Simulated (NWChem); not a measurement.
System: C3H5O, doublet; SMILES [CH]=C(O)C

The following NWChem deck was run.

```
start job
memory heap 200 mb stack 900 mb global 1100 mb
geometry units angstroms noautosym nocenter noautoz
  C     -1.282436    -0.720288     0.000000
  C     -0.120406    -0.083321     0.000000
  C      0.018017     1.404160     0.000000
  O      1.099934    -0.693735     0.000000
  H     -1.680375    -1.732421     0.000000
  H     -0.963172     1.893659     0.000000
  H      0.585163     1.727061     0.887466
  H      0.585163     1.727061    -0.887466
  H      0.971493    -1.649482     0.000000
end
basis spherical
  * library cc-pvtz
end
dft
  odft
  mult 2
  xc xpbe96 cpbe96
  iterations 150
  semidirect filesize 400000000
end
property
  hyperfine
end
task dft property
```

Output (shortened):

```
             Northwest Computational Chemistry Package (NWChem) 7.3.0
             --------------------------------------------------------

                             Geometry "geometry" -> ""
                             -------------------------

 Output coordinates in angstroms (scale by  1.889725989 to convert to a.u.)

  No.       Tag          Charge          X              Y              Z
 ---- ---------------- ---------- -------------- -------------- --------------
    1 C                    6.0000    -1.28243600    -0.72028800     0.00000000
    2 C                    6.0000    -0.12040600    -0.08332100     0.00000000
    3 C                    6.0000     0.01801700     1.40416000     0.00000000
    4 O                    8.0000     1.09993400    -0.69373500     0.00000000
    5 H                    1.0000    -1.68037500    -1.73242100     0.00000000
    6 H                    1.0000    -0.96317200     1.89365900     0.00000000
    7 H                    1.0000     0.58516300     1.72706100     0.88746600
    8 H                    1.0000     0.58516300     1.72706100    -0.88746600
    9 H                    1.0000     0.97149300    -1.64948200     0.00000000

 Effective nuclear repulsion energy (a.u.)     112.5073496443

  pbe96 is a nonlocal functional; adding pw91lda local functional.
                              NWChem Property Module
                              ----------------------

  itol2e modified to match energy
  convergence criterion.

                                 NWChem DFT Module
                                 -----------------

 Summary of "ao basis" -> "ao basis" (spherical)
 ------------------------------------------------------------------------------
       Tag                 Description            Shells   Functions and Types
 ---------------- ------------------------------  ------  ---------------------
 C                          cc-pvtz                 10       30   4s3p2d1f
 O                          cc-pvtz                 10       30   4s3p2d1f
 H                          cc-pvtz                  6       14   3s2p1d

  itol2e modified to match energy
  convergence criterion.

[...]

          ----------------------
          Hyperfine Interactions
          ----------------------

 Total Spin Density (Fermi Contact Term)
 ------------------ --------------------
     Atom            x         y         z       Density (a.u.)      Aiso(MHz)     Aiso(Gauss)
     1  13-C     -2.42345  -1.36115   0.00000       0.247948        278.741140      99.461602
     2  13-C     -0.22753  -0.15745   0.00000       0.022348         25.123912       8.964822
     3  13-C      0.03405   2.65348   0.00000       0.020555         23.107430       8.245292
     4  17-O      2.07857  -1.31097   0.00000       0.015880         -9.626112      -3.434830
     5   1-H     -3.17545  -3.27380   0.00000       0.003233         14.452065       5.156848
     6   1-H     -1.82013   3.57850   0.00000       0.001097          4.902640       1.749381
     7   1-H      1.10580   3.26367   1.67707      -0.000343         -1.531193      -0.546367
     8   1-H      1.10580   3.26367  -1.67707      -0.000343         -1.531193      -0.546367
     9   1-H      1.83586  -3.11707   0.00000      -0.000932         -4.167097      -1.486921

           -------------------------------------------
           Anisotropic Interaction (Spin-Dipolar Term)
           -------------------------------------------

 ------------------------------------------------------------
     Atom            x         y         z
 ------------------------------------------------------------
     1  13-C     -2.42345  -1.36115   0.00000

   Spin-Dipolar term (a.u.)
        xx             yy             zz             xy             xz             yz
 ------------------------------------------------------------------------------------------
       0.308167       0.113662      -0.421829      -0.753837       0.000000      -0.000000

   Principal Comp. of -hf- tensor (au)            Anisotropic -hfcc- (MHz)               Anisotropic -hfcc- (Gauss)
 --------------------------------------------------------------------------------------------------------------------------
      0.970999    -0.549170    -0.421829     130.298794   -73.693317   -56.605477      46.493771   -26.295564   -20.198208

   Orientation of the principal axis of Hyperfine Tensor w.r.t absolute (molecular) frame
 --------------------------------------------------------------------------------------------------------------------------
      0.750983     0.660322    -0.000000
     -0.660322     0.750983     0.000000
      0.000000    -0.000000     1.000000

 ------------------------------------------------------------
     Atom            x         y         z
 ------------------------------------------------------------
     2  13-C     -0.22753  -0.15745   0.00000

   Spin-Dipolar term (a.u.)
        xx             yy             zz             xy             xz             yz
 ------------------------------------------------------------------------------------------
       0.068303       0.048721      -0.117024       0.035788      -0.000000       0.000000

   Principal Comp. of -hf- tensor (au)            Anisotropic -hfcc- (MHz)               Anisotropic -hfcc- (Gauss)
 --------------------------------------------------------------------------------------------------------------------------
      0.095615     0.021410    -0.117024      12.830594     2.872954   -15.703548       4.578267     1.025140    -5.603407

[...]
```

Level: PBE/cc-pVTZ, spin-unrestricted, contact and dipolar terms. In the optimisation the excess spin sits in a' (Cs, its own frame). Coordinates come from a PBE0/def2-SVP, spin-unrestricted optimisation. No stability test was run on the SCF state.
